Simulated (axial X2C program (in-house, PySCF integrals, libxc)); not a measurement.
KIn: from the spin-free to the two-component result

Computed with an in-house relativistic program for diatomic molecules. Spin-free means the one-electron spin-free X2C Hamiltonian; two-component (2c) means X2C with spin–orbit coupling and atomic mean-field two-electron Coulomb and Gaunt terms, so the difference of the two also holds small scalar two-electron terms. Basis: In dyall-cv3z [11s12p9d4f1g], K dyall-cv3z [11s12p6d3f] (cores contracted in-house); Gaussian nuclei, density fitting, unrestricted open shells. Masses: In 114.904 u, K 38.964 u.

Spin-free state: M_S = 0, Λ = 0 (closed shell); fragments In + K.

| level | Re (Å) | ωe (cm⁻¹) | De (eV) | μ (D) |
| --- | --- | --- | --- | --- |
| PBE0 | 3.735 | 100.1 | 0.544 | 3.85 |
| HF | 3.854 | 99.3 | -0.241 | 5.69 |
| CCSD | 3.734 | 101.3 | 0.544 | n/a |
| CCSD(T) | 3.733 | 99.2 | 0.590 | n/a |

Correlated methods: 12 electrons correlated (number of frozen shells: In 4 s, 3 p, 2 d; K 2 s, 1 p), 300 virtual spin orbitals or spinors in MP2, 90 natural virtuals in coupled cluster.

Dipoles are positive if K is the positive end.

Two-component determinant lowest at the distance of the search:

Ω = 0 (closed shell); fragments In + K.

```
  level  Re (Å)  ωe (cm⁻¹)  De (eV)  μ (D)
   PBE0   3.705       97.4      n/a   4.28
     HF   3.777       95.4      n/a   6.86
   CCSD   3.695       97.2    0.445    n/a
CCSD(T)   3.696       94.9    0.489    n/a
```

Question: From the two tables, how do the constants change at the CCSD(T) level (2c against spin-free)?

Answer: At the CCSD(T) level Re drops by 0.037 Å and ωe decreases by 4.3 cm⁻¹; De changes by -0.101 eV.

The state is a single determinant with fixed occupations, the lowest that a limited PBE0 search found. Closed shells are restricted here (equal orbitals for both partners); the stretched side of such a curve lies too high. Dissociation energies refer to the lowest single-determinant-based atoms at the same level and basis. De is not given where an atomic determinant may have missed its ground term or J level, or where the truncated virtual space spoils (T). CCSD and (T) use frozen natural virtuals with an MP2 correction for the truncation; (T) itself is uncorrected, so its De runs slightly low. Other states lie close and PBE0, whose exact exchange favours high spin, may order them wrongly; the determinant shown need not be the ground state. The nearest other spin-free determinant of the search, M_S = 1, Λ = 1, lies 0.03 eV up at the distance of the search. The functionals have no current-density term, which raises determinants with orbital currents, atoms included. The T1 diagnostic is large, a sign of multireference character. With the outer-core shells frozen, correlated bond lengths of heavy atoms tend to come out a few hundredths of an ångström too long.
